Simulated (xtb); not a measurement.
AlCl4, charge -1, singlet, at a GFN2-xTB geometry (such geometries of metal compounds can be far from the true shape). Base run: GFN0-xTB (xtb).

The xtb input:
```
$ xtb mol.xyz --gfn 0 --chrg -1 --json

# file mol.xyz
5

Cl    -1.65839443    -0.37089430    -1.25730454
Al     0.00000000     0.00000000     0.00000000
Cl     0.00812152     2.03452580     0.57383638
Cl     1.78590719    -0.44613033    -1.03930391
Cl    -0.13563427    -1.21750117     1.72277208
```

Variants of this job, named by their change:

```tsv
change	ΔE vs base (mEh)	HOMO-LUMO gap (eV)
base	0.000	8.38
acc = 0.1	0.000	8.38
etemp = 10000	(withheld)	8.38
etemp = 10	0.000	8.38
acc = 1000	0.000	8.38
```

Question: Complete the blanks.

Answer: 
- etemp = 10000, ΔE vs base (mEh): -5.334
